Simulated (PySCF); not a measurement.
# Molecular orbitals of BPb

PBE at R = 2.264 Å; PySCF, scalar-relativistic core potentials, basis sets B aug-cc-pVDZ, Pb aug-cc-pVDZ-PP with ECP60. State: ⁴Σ⁻ (quartet), unpaired electrons σ ↑, π ↑↑. Only the outer orbitals are listed, counted within each symmetry, core potentials removing the inner ones.

| spin | orbital | occ. | ε (eV) | on B (%) | main shells (%) |
| --- | --- | --- | --- | --- | --- |
| α | 5σ | 1 | -13.43 | 28 | 71 Pb s, 22 B s |
| α | 6σ | 1 | -9.04 | 73 | 74 B s, 20 Pb s |
| α | 3π | 1 | -4.98 | 46 | 53 Pb p, 45 B p |
| α | 3π | 1 | -4.98 | 46 | 53 Pb p, 45 B p |
| α | 7σ | 1 | -4.95 | 62 | 52 B p, 35 Pb p, 10 B s |
| α | 4π | 0 | -2.50 | 51 | 52 B p, 46 Pb p |
| α | 4π | 0 | -2.50 | 51 | 52 B p, 46 Pb p |
| α | 8σ | 0 | -0.38 | 24 | 50 Pb p, 26 Pb s, 16 B p |
| β | 5σ | 1 | -12.44 | 22 | 78 Pb s, 17 B s |
| β | 6σ | 1 | -7.48 | 69 | 69 B s, 16 Pb p, 15 Pb s |
| β | 3π | 0 | -3.70 | 35 | 65 Pb p, 33 B p |
| β | 3π | 0 | -3.70 | 35 | 65 Pb p, 33 B p |
| β | 7σ | 0 | -3.15 | 66 | 42 B p, 32 Pb p, 24 B s |

Which are the highest filled and the lowest empty level, where do they sit, and how wide is the gap?

Highest filled α 7σ at -4.95 eV (in %: 52 B p, 35 Pb p, 10 B s); lowest empty β 3π at -3.70 eV (in %: 65 Pb p, 33 B p); the gap at PBE is 1.25 eV.

The bond order (Mayer) is 1.59, the ⟨S²⟩ is 3.752 and the charge on B (Mulliken, basis-dependent) is -0.48. The charge on B (Löwdin, basis-dependent) is -0.41, the dipole moment (positive dipole means B(−)Pb(+)) is 1.96 D and the polarisability along the bond is 112.8 bohr³. The polarisability across the bond is 60.2 bohr³.

These are scalar-relativistic numbers at best; spin–orbit coupling would shift them, the dissociation energy most. The state was picked by a PBE0 search and need not be the measured ground state.
